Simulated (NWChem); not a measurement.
# C₄H₇Cl; SMILES ClCC1CC1

```xyz
12

Cl    -0.3619     1.6026     0.0000
C      1.0493     0.4996     0.0000
C      0.6792    -0.9605     0.0000
C     -0.5003    -1.4967     0.7511
C     -0.5003    -1.4967    -0.7511
H      1.6398     0.7543     0.8919
H      1.6398     0.7543    -0.8919
H      1.5774    -1.5899     0.0000
H     -0.3864    -2.4475     1.2783
H     -1.1496    -0.7706     1.2476
H     -1.1496    -0.7706    -1.2476
H     -0.3864    -2.4475    -1.2783
```
Atoms are numbered in this order, from 1.

Coordinates come from a PBE0/def2-SVP optimisation. No frequency run checked for a minimum.

Symmetry labels are those of Cs in the frame above (b1 and b2, or b-type labels, depend on it).

**Question.** List the 6 lowest vertical singlet excitations from PBE/6-31G* (spherical d), full TDDFT (NWChem).

**Answer.** 
```tsv
state	energy (eV)	oscillator strength	symmetry	leading excitation (squared amplitude)
S1	6.71	0.000	a"	HOMO → LUMO (0.94)
S2	7.08	0.012	a'	HOMO−1 → LUMO (0.80)
S3	7.52	0.003	a'	HOMO−2 → LUMO (0.80)
S4	7.53	0.000	a"	HOMO−3 → LUMO (0.93)
S5	8.24	0.005	a"	HOMO → LUMO+1 (0.99)
S6	8.59	0.003	a'	HOMO−1 → LUMO+1 (0.97)
```
